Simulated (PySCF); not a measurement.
A run for PySCF: D3(BJ) and D4 dispersion corrections on BF3 (SMILES FB(F)F).

```python
from pyscf import gto
from pyscf.dispersion import dftd3, dftd4

mol = gto.M(
    atom='''
    B     0.00002246    0.00002661   -0.00000027
    F     1.30155238   -0.18569348    0.04940883
    F    -0.48538880    1.20841319   -0.18731287
    F    -0.81608604   -1.02264632    0.13790430
    ''',
    basis='def2-svp',
    charge=0, spin=0, verbose=0, max_memory=1800)
d3, d4 = {}, {}
for xc in ['hf', 'pbe', 'blyp', 'revpbe', 'tpss', 'r2scan', 'b3lyp', 'pbe0', 'bhlyp', 'camb3lyp', 'b2plyp']:
    d3[xc] = float(dftd3.DFTD3Dispersion(mol, xc=xc, version='d3bj', atm=False).get_dispersion()['energy'])
    print(f'D3(BJ) {xc:10s} {d3[xc]:14.8f} Eh')
for xc in ['hf', 'pbe', 'blyp', 'revpbe', 'tpss', 'r2scan', 'b3lyp', 'pbe0', 'bhlyp', 'camb3lyp', 'b2plyp']:
    d4[xc] = float(dftd4.DFTD4Dispersion(mol, xc={'camb3lyp': 'cam-b3lyp'}.get(xc, xc), atm=True).get_dispersion()['energy'])
    print(f'D4     {xc:10s} {d4[xc]:14.8f} Eh')
```

Output:

```
D3(BJ) hf            -0.01206041 Eh
D3(BJ) pbe           -0.00116331 Eh
D3(BJ) blyp          -0.00250275 Eh
D3(BJ) revpbe        -0.00319187 Eh
D3(BJ) tpss          -0.00143042 Eh
D3(BJ) r2scan        -0.00028359 Eh
D3(BJ) b3lyp         -0.00202347 Eh
D3(BJ) pbe0          -0.00095630 Eh
D3(BJ) bhlyp         -0.00154694 Eh
D3(BJ) camb3lyp      -0.00080925 Eh
D3(BJ) b2plyp        -0.00089404 Eh
D4     hf            -0.00646523 Eh
D4     pbe           -0.00148763 Eh
D4     blyp          -0.00350317 Eh
D4     revpbe        -0.00580052 Eh
D4     tpss          -0.00202846 Eh
D4     r2scan        -0.00034045 Eh
D4     b3lyp         -0.00240742 Eh
D4     pbe0          -0.00121114 Eh
D4     bhlyp         -0.00159891 Eh
D4     camb3lyp      -0.00118911 Eh
D4     b2plyp        -0.00102223 Eh
```

The run finished.

Cost: very roughly 0.04 core-seconds.
